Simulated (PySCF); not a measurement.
# Computed vibrations of [YbH3(H2O)]−

[YbH3(H2O)]− (singlet). PySCF 2.14.0, RKS PBE0, Yb def2-SVP with ECP28, H def2-SVP, O def2-SVP; non-relativistic Hamiltonian with scalar-relativistic core potentials where named; density fitting; no spin-orbit coupling. Central differences of gradients.

```xyz
7

Yb    0.1625   -0.0904    0.1189
H     1.4654    0.9947    1.4874
H    -2.0820   -0.3499    0.6279
H     0.9126   -1.5664   -1.2987
O    -1.5535    0.9888   -1.1960
H    -2.0099    0.4290   -0.3991
H    -1.6749    0.4065   -1.9579
```

Run from Python with OMP_NUM_THREADS=2. Where DIIS fails, smearing, a level shift and second-order steps follow.
It took 3.5 min on 2 threads of Arm Neoverse V1, on a shared host.

**Question.** What are the harmonic wavenumbers and infrared intensities?

**Answer.** Negative numbers are unstable modes, those under 60 cm⁻¹ near the noise; a finer grid moves soft modes by up to 10 cm⁻¹.
| cm⁻¹ | km/mol | symmetry |
| --- | --- | --- |
| 134 | 59.3 |  |
| 225 | 14.4 |  |
| 252 | 337.6 |  |
| 337 | 281.8 |  |
| 404 | 562.6 |  |
| 495 | 11.9 |  |
| 638 | 683.2 |  |
| 665 | 212.2 |  |
| 904 | 1231.5 |  |
| 1030 | 876.0 |  |
| 1092 | 259.9 |  |
| 1312 | 105.0 |  |
| 1650 | 25.7 |  |
| 2068 | 890.5 |  |
| 3852 | 33.5 |  |

**Question.** Is this a minimum?

**Answer.** Yes. Ideal gas at 298.15 K and 1 bar: S = 316.3 J/(mol K), Cp = 87.6 J/(mol K), H − H(0 K) = 17.7 kJ/mol (rigid rotor, harmonic modes, spin degeneracy alone).
